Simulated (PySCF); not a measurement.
TiF3: fields on a plane

Computed with UPBE0 in PySCF with Ti def2-TZVP, F def2-TZVP; no relativity; density-fitted integrals.

The doublet minimum has Ti–F 1.769 Å (×3); F–Ti–F 120.0° (×3).

The plane holds Ti1 at (0.00, 0.00), F2 at (1.77, 0.00), F3 at (-0.88, 1.53), F4 at (-0.88, -1.53) Å. Columns run from x = -2.85 to 4.05 Å, rows from y = 3.75 (top) to -3.45 Å, in steps of 0.3 Å. Other isomers or separated fragments may lie lower.

Question: Give the spin density (e/Å³) (cut at ±0.5 e/Å³). Every second row and column.

Answer: 
```
 0.00  0.00  0.00  0.00  0.00  0.00  0.00  0.00  0.00  0.00  0.00  0.00
 0.00  0.00  0.00  0.00  0.00  0.00  0.00  0.00  0.00  0.00  0.00  0.00
 0.00  0.00  0.00  0.00  0.00  0.00  0.00  0.00  0.00  0.00  0.00  0.00
 0.00  0.00  0.00  0.00  0.00  0.00  0.00  0.00  0.00  0.00  0.00  0.00
 0.00  0.00  0.00 -0.03 -0.02  0.00  0.00  0.00  0.00  0.00  0.00  0.00
 0.00  0.00  0.00  0.00  0.04  0.11  0.01  0.00  0.00  0.00  0.00  0.00
 0.00  0.00  0.00  0.01  0.50  0.50  0.10 -0.02 -0.01  0.00  0.00  0.00
 0.00  0.00  0.00  0.01  0.24  0.50  0.05 -0.01  0.00  0.00  0.00  0.00
 0.00  0.00  0.00 -0.01  0.00  0.01  0.00  0.00  0.00  0.00  0.00  0.00
 0.00  0.00  0.00 -0.02 -0.01  0.00  0.00  0.00  0.00  0.00  0.00  0.00
 0.00  0.00  0.00  0.00  0.00  0.00  0.00  0.00  0.00  0.00  0.00  0.00
 0.00  0.00  0.00  0.00  0.00  0.00  0.00  0.00  0.00  0.00  0.00  0.00
 0.00  0.00  0.00  0.00  0.00  0.00  0.00  0.00  0.00  0.00  0.00  0.00
```

Question: Give the electron density (e/Å³) (cut at 5 e/Å³). Every second row and column.

Answer: 
```
0.00 0.00 0.00 0.00 0.00 0.00 0.00 0.00 0.00 0.00 0.00 0.00
0.00 0.00 0.00 0.01 0.01 0.00 0.00 0.00 0.00 0.00 0.00 0.00
0.00 0.01 0.05 0.17 0.12 0.02 0.00 0.00 0.00 0.00 0.00 0.00
0.00 0.02 0.40 4.63 1.94 0.13 0.01 0.00 0.00 0.00 0.00 0.00
0.00 0.03 0.67 5.00 4.27 0.24 0.04 0.04 0.04 0.01 0.00 0.00
0.00 0.01 0.15 0.80 1.07 1.29 0.23 0.53 0.74 0.13 0.01 0.00
0.00 0.01 0.03 0.20 5.00 5.00 1.43 4.92 5.00 0.61 0.03 0.00
0.00 0.01 0.06 0.27 2.86 5.00 0.73 1.98 3.80 0.34 0.02 0.00
0.00 0.02 0.37 3.46 1.84 0.30 0.08 0.13 0.16 0.04 0.01 0.00
0.00 0.03 0.70 5.00 4.64 0.21 0.02 0.01 0.01 0.00 0.00 0.00
0.00 0.01 0.15 0.86 0.49 0.06 0.01 0.00 0.00 0.00 0.00 0.00
0.00 0.00 0.01 0.04 0.03 0.01 0.00 0.00 0.00 0.00 0.00 0.00
0.00 0.00 0.00 0.00 0.00 0.00 0.00 0.00 0.00 0.00 0.00 0.00
```

Other spin states or occupations of the open shell can lie lower.
